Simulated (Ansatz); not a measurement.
Computed with Ansatz on PBE0-D4/def2-TZVP structures; ΔE is electronic, products minus reactants. CCSD(T)/CBS is the MP2 limit (def2-TZVPP, def2-QZVPP) plus CCSD(T) − MP2 in def2-TZVPP, frozen cores. This one scheme is used for every species. DFT in def2-TZVPP. HSE06 is defined as in plane-wave codes. For Ge outer-core shells are correlated without core-valence functions, which leaves a few kJ/mol of doubt a bond. Scalar relativity is left out up to krypton. One conformer a species, not always the lowest.

Reaction (ligand exchange at the Si–N bond): `O[SiH](F)[NH][GeH3]` + H₂S → `O[SiH](F)S` + `[NH2][GeH3]`

Is it downhill or uphill in electronic energy at CCSD(T)/CBS, and by how much? (Estimate.)

Ansatz gave: Uphill: ΔE = +22.5 kJ/mol.

What do these levels give: LDA (SPW92), revPBE-D4, BHLYP-D4, ωB97M-V, r2SCAN, PBE0, r2SCANh, r2SCAN0, HSE06, RPA@PBE/def2-TZVPP, MP2/def2-TZVPP, SCS-MP2/def2-QZVPP? (An estimate is asked.)

Ansatz gave: LDA (SPW92) 14.6, revPBE-D4 9.4, BHLYP-D4 27.5, ωB97M-V 21.1, r2SCAN 14.7, PBE0 11.2, r2SCANh 15.8, r2SCAN0 17.5, HSE06 11.1, RPA@PBE/def2-TZVPP 27.8, MP2/def2-TZVPP 23.2, SCS-MP2/def2-QZVPP 23.9 kJ/mol.

Largest T1 diagnostic among the species: 0.012.

The D4 term adds +4.6 kJ/mol with B3LYP and +2.8 kJ/mol with PBE0; it sums over pairs of atoms, weighted by their polarisabilities, and B3LYP, whose exchange is more repulsive, gets the larger term. At CCSD(T), def2-SVP lies +8.5 kJ/mol from the extrapolated value and def2-TZVPP +3.1 kJ/mol. From BLYP to BHLYP (50 % exact exchange), in def2-TZVPP and without D4, ΔE moves by +10.7 kJ/mol.

B3LYP here is the variant with VWN-RPA as its local correlation; programs differ in this.
